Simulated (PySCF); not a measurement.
All values below come from PBE-D3(BJ)/def2-TZVP // B3LYP-D3(BJ)/def2-TZVP in PySCF 2.14.0. Gas-phase values, no solvent. One relaxed conformer stands for a flexible species; it need not be the lowest. Delta-SCF ions had no search for a lower state. Excitations are Tamm–Dancoff values on a coarser integration grid. The basis has no diffuse functions, so Rydberg states are missing or too high.

Reference species (SMILES): `CBB=O` (neutral, multiplicity 1).

```yaml
S1 oscillator strength: 0.000
T1 excitation (TDA): 4.06 eV
vertical ionisation energy (Delta-SCF): 11.46 eV
```

Changed species: `C1(O)BB1`.

Q: Predict the effect on the S1 oscillator strength, T1 excitation (TDA) and vertical ionisation energy (Delta-SCF).

A: the S1 oscillator strength stays essentially unchanged; the T1 excitation (TDA) drops by 0.59 eV, to 3.47 eV; the vertical ionisation energy (Delta-SCF) drops by 2.27 eV, to 9.19 eV.
